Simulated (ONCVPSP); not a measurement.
**Transferability test, ONCV potential for molybdenum (Mo)**

* Element: molybdenum
* Generator: ONCVPSP 4.0.1
* Type: optimised norm-conserving Vanderbilt (ONCV)
* Functional: PBE
* Relativity: scalar-relativistic
* Frozen core: [Kr]
* Valence charge: 6
* Reference configuration: 4d5 5s0.5 5p0.5
* Partial waves: 5s: rc 2.40 bohr, ncon 3, nbas 6, qcut 2.1 1/bohr, 1 projector; 5p: rc 2.95 bohr, ncon 4, nbas 8, qcut 2.8 1/bohr, 3 projectors, debl 3.6 Ha; 4d: rc 1.65 bohr, ncon 4, nbas 8, qcut 5.7 1/bohr, 1 projector
* Local potential: polynomial inside 1.20 bohr (lpopt 5, dvloc0 6 Ha)
* Core correction: Teter function, fcfact 2.5, rcfact 1.75

Energies are relative to the spin-unpolarised reference configuration 4d5 5s0.5 5p0.5; without spin polarisation the order of configurations can differ from experiment.

| valence configuration | charge | ΔE all-electron (eV) | error AE − PS (meV) |
| --- | --- | --- | --- |
| 4d5 5s0 5p0 | +1 | 5.346 | -69 |
| 4d4 5s0 5p0 | +2 | 20.808 | -246 |
| 4d5 5s0.5 5p0 | +0.5 | 1.183 | -11 |

What are ΔE and the potential's error for 4d5 5s1 5p0?

ΔE = -1.544 eV all-electron; the error (AE − PS) is -3.7 meV.

Levels in the configuration 4d4 5s0 5p0:

```json
{"level": "4d", "all-electron (eV)": "-20.827", "pseudo (eV)": "-21.126"}
```

Note: ghosts flagged at negative energy: s at -65.5 eV; GHOST(+) flagged for p at 166.3 eV, p at 172.9 eV. A true bound ghost makes a file unfit for plane-wave use.
